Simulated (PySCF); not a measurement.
# Polarisability and C₆ of Ca⁺ (calcium, charge +1)

[Ar] 4s1, 2S determinant. Calculation: PySCF 2.14, in aug-cc-pVQZ-X2C (8s7p5d3f2g, 93 functions); scalar relativity by spin-free X2C-1e. Coupled (time-dependent) response in atomic units; α is the mean over directions.

| method | mean α (bohr³) | C₆ (like pair) | S(−4) |
| --- | --- | --- | --- |
| UHF | 96.14 | 760.7 | 8820 |
| PBE | 78.98 | 573.1 | 5961 |
| PBE0 | 84.21 | 627.5 | 6792 |

S(−4) is the Cauchy moment in α(ω) = α(0) + S(−4) ω² + …

α(iu) at PBE:

```json
{"u (hartree)": "0", "α(iu) (bohr³)": "78.98"}
{"u (hartree)": "0.0500", "α(iu) (bohr³)": "66.54"}
{"u (hartree)": "0.100", "α(iu) (bohr³)": "45.65"}
{"u (hartree)": "0.200", "α(iu) (bohr³)": "21.52"}
{"u (hartree)": "0.300", "α(iu) (bohr³)": "12.54"}
{"u (hartree)": "0.500", "α(iu) (bohr³)": "6.558"}
{"u (hartree)": "0.750", "α(iu) (bohr³)": "4.144"}
{"u (hartree)": "1.00", "α(iu) (bohr³)": "3.010"}
{"u (hartree)": "1.50", "α(iu) (bohr³)": "1.834"}
{"u (hartree)": "2.00", "α(iu) (bohr³)": "1.224"}
{"u (hartree)": "3.00", "α(iu) (bohr³)": "0.6431"}
{"u (hartree)": "5.00", "α(iu) (bohr³)": "0.2629"}
```

A single London oscillator, α(iu) = α/(1 + u²/ω²), gives C₆ = (3/4) ω α². Matching the computed C₆ needs ω = 4 × 573.1 / (3 × 78.98²) = 0.122 hartree.

For an ion, C₆ is the dispersion term alone; charge-induced terms of lower order in 1/R come first.
